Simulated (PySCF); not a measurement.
disilylmethane cation (CH8Si2), SMILES [SiH3]C[SiH3] (connectivity only; charge and spin as stated), charge +1, multiplicity 2. Geometry: PBE-D3(BJ)/def2-SVP. The multiplicity is an assumed one; other spin states were not compared.

Calculation: PBE-D3(BJ)/def2-SVP in PySCF.

Harmonic wavenumbers (cm⁻¹): 128, 139, 191, 384, 435, 479, 496, 535, 649, 686, 750, 777, 789, 801, 815, 831, 895, 900, 1322, 2003, 2027, 2218, 2224, 2261, 2264, 3028, 3118. Rotational constants (GHz): 13.52, 3.422, 2.994; symmetry number 2.

Q: Work out the zero-point energy and the ideal-gas rigid-rotor harmonic-oscillator thermochemistry at 298.15 K and 1 atm.

A: ZPE = ½ Σ hcν = ½ × 31147 cm⁻¹ = 44.53 kcal/mol. H − E(el) = 49.44 kcal/mol. Entropy in cal/(mol K): translation 38.91, rotation 23.88, vibration 14.12, spin 1.38, total 78.28. G − E(el) = 26.10 kcal/mol. Cp = 27.21 cal/(mol K). Modes under 150 cm⁻¹ make the vibrational entropy uncertain.
